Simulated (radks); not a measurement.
Question: The table gives one normalised radial function P(r) = r R(r) of Ne in [Ne] (r in bohr). Calculated with a radial shooting solver on a logarithmic mesh with Libxc functionals: non-relativistic Kohn-Sham, PBE, spin-polarised, spherical densities, point nucleus; hard spherical wall at 12 bohr.

r             P
0.008539  0.4768
0.01051   0.5755
0.01305   0.6964
0.01607   0.8320
0.01978   0.9870
0.02455   1.1681
0.03022   1.3591
0.03721   1.5610
0.04619   1.7724
0.05686   1.9636
0.07001   2.1240
0.08689   2.2343
0.107     2.2620
0.1317    2.1922
0.1635    2.0057
0.2013    1.7232
0.2478    1.3679
0.3076    0.9720
0.3787    0.6214
0.47      0.3361
0.5786    0.1560
0.7124    0.0586
0.8842    0.0162
1.089     0.0034
1.34      0.0005
1.663     0.0000
2.048     0.0000
2.522     0.0000
3.13      0.0000
3.853     0.0000

Which n and l does it have? It may be an empty orbital.

Answer: n = 1, l = 0: the number of nodes gives n - l - 1 = 0, the rise at small r (about r^(l+1)) gives l, and the extent must fit the shell. The curve is that of 1s. 1s: eigenvalue -829.66 eV, 0 radial nodes, <r> = 0.158 bohr, 90 % of the charge inside 0.283 bohr.
